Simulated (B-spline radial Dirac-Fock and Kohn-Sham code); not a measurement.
Pm: L2-M45M45 lines in intermediate coupling

System: atomic promethium, 1s2 2s2 2p6 3s2 3p6 3d10 4s2 4p6 4d10 4f5 5s2 5p6 6s1 6p1 (not the ground configuration).

Calculated with a radial finite-basis atomic code, using Dirac-Fock (average of configuration) total-energy differences with a finite nucleus, the Breit interaction including its frequency dependence, and self-energy and vacuum-polarisation corrections. The two-hole levels come from diagonalising the Coulomb interaction among the jj configurations; intensities are independent-particle Coulomb rates. Kinetic energies are from the vacuum level. No correlation. Open outer shells are spectators and are not coupled to the holes.

```
kinetic energy (eV)  J  leading jj holes (weight)  leading LS term (weight)  intensity (%)
             4830.8  0                M4M4 (0.94)                ¹S0 (0.64)            2.3
             4850.2  2                M4M4 (0.96)                ³F2 (0.50)           16.6
             4866.4  4                M4M5 (0.97)                ¹G4 (0.91)           68.3
             4867.8  1                M4M5 (1.00)                ³P1 (1.00)            1.1
             4871.5  2                M4M5 (0.96)                ³P2 (0.52)            1.5
             4878.4  3                M4M5 (1.00)                ³F3 (1.00)            8.4
             4880.7  0                M5M5 (0.94)                ³P0 (0.64)            0.0
             4894.0  2                M5M5 (0.99)                ¹D2 (0.50)            1.5
             4900.8  4                M5M5 (0.97)                ³F4 (0.91)            0.3
```

The strongest line, by its leading LS label ¹G4, lies at 4866.4 eV. The mean weight of the leading component is 0.97 in jj and 0.74 in LS coupling, so jj labels describe these levels better.
